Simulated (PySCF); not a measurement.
**`Cn1nc([SiH3])c(C#N)n1`: 4 charge schemes on one density**

Species: C₄H₆N₄Si.
Geometry (GFN2-xTB, Å), atoms numbered from 1 in this order:
```
atom  x, y, z in Å
C1     2.7992   -0.1613    0.1012
N2     1.3921    0.0778    0.0075
N3     0.5019   -0.8746    0.1604
C4    -0.6820   -0.2912    0.0331
Si5   -2.3170   -1.2032    0.1576
C6    -0.4228    1.0828   -0.2077
C7    -1.3651    2.0995   -0.4139
N8    -2.1710    2.8982   -0.5785
N9     0.8977    1.2650   -0.2141
H10    3.0055   -1.1708   -0.2493
H11    3.1318   -0.0665    1.1372
H12    3.3195    0.5729   -0.5104
H13   -3.0149   -1.0126   -1.1147
H14   -2.0124   -2.6076    0.4090
H15   -3.0669   -0.6005    1.2607
```

Density: PBE0/pcSseg-1 (PySCF); schemes: Mulliken, IAO, Hirshfeld and ESP-fitted. Isolated species at its GFN2-xTB geometry, gas phase. GFN2-xTB frequencies show an imaginary mode (30i cm⁻¹), so this geometry is no minimum at that level.

Task: At which atom do the 4 schemes differ most?

Result: At N2: from -0.243 (Mulliken) to +0.790 e (ESP-fitted), 1.033 e apart.

Task: Do the Mulliken, IAO, Hirshfeld and ESP-fitted schemes agree on where the charge is lowest?

Result: The schemes don't all agree: Mulliken N2 (-0.243); IAO C1 (-0.315); Hirshfeld N8 (-0.201); ESP-fitted N3 (-0.552).

Task: What partial charge does each atom carry?

Result: In e:

```csv
atom,environment,Mulliken,IAO,Hirshfeld,ESP-fitted
C1,N-methyl carbon,0.000,-0.315,-0.048,-0.517
N2,pyrrole-type nitrogen,-0.243,+0.173,+0.114,+0.790
N3,pyridine-type nitrogen,-0.194,-0.219,-0.119,-0.552
C4,substituted aromatic carbon,-0.156,-0.205,-0.066,+0.021
Si5,SiH3 silicon,+0.555,+0.621,+0.327,+0.431
C6,substituted aromatic carbon,+0.158,+0.008,+0.021,+0.146
C7,nitrile carbon,+0.115,+0.139,+0.079,+0.369
N8,nitrile nitrogen,-0.231,-0.219,-0.201,-0.438
N9,pyridine-type nitrogen,-0.219,-0.206,-0.110,-0.531
H10,methyl hydrogen,+0.140,+0.181,+0.067,+0.182
H11,methyl hydrogen,+0.143,+0.170,+0.064,+0.181
H12,methyl hydrogen,+0.142,+0.182,+0.068,+0.179
H13,Si–H hydrogen,-0.069,-0.106,-0.066,-0.099
H14,Si–H hydrogen,-0.073,-0.098,-0.063,-0.066
H15,Si–H hydrogen,-0.069,-0.106,-0.066,-0.098
```

Mean size of the charges over all atoms: ESP-fitted 0.307 e, IAO 0.197 e, Mulliken 0.167 e, Hirshfeld 0.099 e. Each set sums to the total charge, 0, to within 0.001 e. The Mulliken scheme gives each basis function's population to the atom it is centred on and halves the overlap population of two atoms between them. The ESP scheme is a least-squares fit of atom-centred charges to the potential on four shells outside the van der Waals surface, with the total charge fixed.

Task: How many electrons does the Hirshfeld scheme count on N3?

Result: Z − q = 7 − (-0.119) = 7.119.

Task: How closely do the schemes follow one another over all atoms?

Result: Correlation coefficient and root-mean-square difference: IAO with Hirshfeld 0.94, 0.128 e; Mulliken with Hirshfeld 0.82, 0.128 e; Mulliken with IAO 0.80, 0.144 e; IAO with ESP-fitted 0.79, 0.238 e; Hirshfeld with ESP-fitted 0.79, 0.290 e; Mulliken with ESP-fitted 0.45, 0.339 e.

The run behind these numbers computed NMR shieldings as well. The run took 26 s of wall time on one thread, Arm Neoverse V2 (aarch64), shared host, and the process peaked at 0.83 GiB of memory.
